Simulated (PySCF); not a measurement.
NMR problem set

Theoretical values (PySCF 2.14.0 with density-fitted response routines): shieldings: GIAO PBE0/pcSseg-1, geometry from GFN2-xTB. One computed conformer, in vacuum, non-relativistic Hamiltonian, one averaged value for each set of equivalent atoms.

Chemical shifts δ = σref − σ; TMS for 1H (31.72 ppm), 13C (186.93 ppm), all at this level. Splittings of carbon signals by F and P are missing where no couplings were computed. Where no couplings were computed, multiplicities follow the n + 1 count of equivalent neighbours, and m marks all less simple cases (inequivalent or close neighbours, rings, F or P nearby). Shifts are as computed. Against solution values, carbons near 30 ppm lie about +3 ppm off and those near 130 ppm about +5 ppm. Of 1211 compounds with measured shifts, 218 miss one by over three times the rms of a fit or turn the order of signals round; such compounds aren't used in these exercises.

(1) C5H4O3. 1H NMR (300 MHz, computed): δ 9.28 (s, 1H), 6.60 (s, 1H), 5.72 (d, 1H), 5.41 (d, 1H). 13C{1H} NMR (computed): δ 189.6, 147.1, 140.8, 139.5, 131.6. Identify the compound.

(2) C5H7OP. 1H NMR (300 MHz, computed): δ 7.04 (m, 1H), 5.75 (m, 1H), 5.61 (m, 1H), 4.15 (s, 3H), 2.89 (m, 1H). 13C{1H} NMR (computed): δ 146.9 (C), 129.3 (CH), 125.8 (CH2), 79.4 (C), 62.4 (CH3). Give a structure.

## Answers

(1) `O=CC1=COC=CO1`. The formula gives 4 degrees of unsaturation (1 ring in the answer). 5 carbon signals for 5 carbons: no two carbons are equivalent. Carbon types of the structure: 1 × C, 4 × CH, which accounts for all hydrogens. δC 189.6: aldehyde carbonyl carbon; low-lying n→π* states of the double bond to the heteroatom give a large paramagnetic term (-246 ppm). δC 147.1, 140.8, 139.5, 131.6: alkene carbon bearing oxygen. δH 9.28: hydrogen on an aldehyde carbonyl carbon; the C=O anisotropy and electron withdrawal place aldehyde protons far downfield. δH 6.60, 5.72, 5.41: hydrogen on an alkene carbon bearing oxygen; a vinylic proton, deshielded by the sp2 carbon and the C=C anisotropy.

The shifts were computed for this structure.

(2) SMILES C=CC1=C(OC)P1. 5 carbon signals for 5 carbons: no two carbons are equivalent. Carbon types of the structure: 2 × C, 1 × CH, 1 × CH2, 1 × CH3, leaving 1 H on heteroatoms. δC 146.9: alkene carbon bearing oxygen; an sp2 carbon further deshielded by the attached heteroatom. δC 129.3: alkene CH; as expected for a trigonal carbon in a double bond. δC 79.4: β carbon of an enol-ether or enamine type C=C; the O or N lone pair pushes π density onto this β carbon and shields it. δC 62.4: methyl carbon bonded to O; the inductive effect lowers its shielding.

This is the structure that produced the data.
